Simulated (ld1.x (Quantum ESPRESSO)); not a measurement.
## Pseudopotential generation for Si: RRKJ, PBE, fully relativistic.

| Property | Result |
| --- | --- |
| Element | silicon |
| Generator | ld1.x (Quantum ESPRESSO) 7.5 |
| Type | norm-conserving RRKJ (Kleinman–Bylander form) |
| Functional | PBE |
| Relativity | fully relativistic |
| Frozen core | [Ne] |
| Valence charge | 4 |
| Reference configuration | 3s2 3p1.75 (charge +0.25) |
| Partial waves | 3s (bound): rc 1.75 bohr; 3p (bound): rc 2.35 bohr; 3d channel at 0.05 Ry: rc 1.80 bohr |
| Local potential | all-electron potential smoothed inside 1.70 bohr (lloc = -1) |
| Core correction | none |
| rho0 | 0.02 |

Open shells are filled in proportion to 2j + 1 (rel_dist='average').

Q: Estimate the cutoffs (Ry, on a coarse ladder) from which the occupation-weighted sum of valence levels, in a spherical-Bessel basis at the reference potential, stays within 10 and 1 mRy of its value at 400 Ry.

A: 35 Ry and 50 Ry.

Q: Does the potential have ghost states?

A: No extra level below or beside the all-electron valence levels (s, p1/2, p3/2, d3/2, d5/2, f tested).

Q: Which valence shell sets the plane-wave cutoff?

A: 3s: its level needs 45 Ry to come within 1 mRy, against 18 Ry for 3p.

Q: Tests: 3s2 3p2; 3s2 3p1; 3s2 3p0; 3s1 3p0; 3s2 3p2.3; 3s1 3p2; 3s2 3p1.5. Which has the largest error in its energy relative to the reference configuration, and how large is it?

A: 3s1 3p0, with +111 meV (all-electron minus pseudo) on +56.47 eV.
